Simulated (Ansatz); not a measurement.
Gas-phase electronic energies from Ansatz, PBE0-D4/def2-TZVP geometries. CBS: MP2 limit from def2 TZ/QZ plus the TZ coupled-cluster correction, frozen cores. Functionals use def2-TZVPP. Each species was taken in one conformer, which may not be the lowest.

`C=C[SiH](O)[SiH2]O` + `O[SiH2]F` → `C=C[Si@@H](O)[Si@@H](O)F` + `O[SiH3]`  (formal exchange of groups at the Si–Si bond)

| level | ΔE (kJ/mol) |
| --- | --- |
| r2SCAN-D4 | 0.1 |
| MP2/def2-TZVPP | 3.9 |
| CCSD/def2-TZVPP | 3.3 |
| MP2/CBS(def2) | 3.3 |

Task: What does CCSD(T)/CBS give? (Best estimate.)

Result: The calculation gave: +3.0 kJ/mol. The listed levels differ from it by -2.9, 0.9, 0.3, 0.3 kJ/mol.

Largest T1 diagnostic among the species: 0.012.
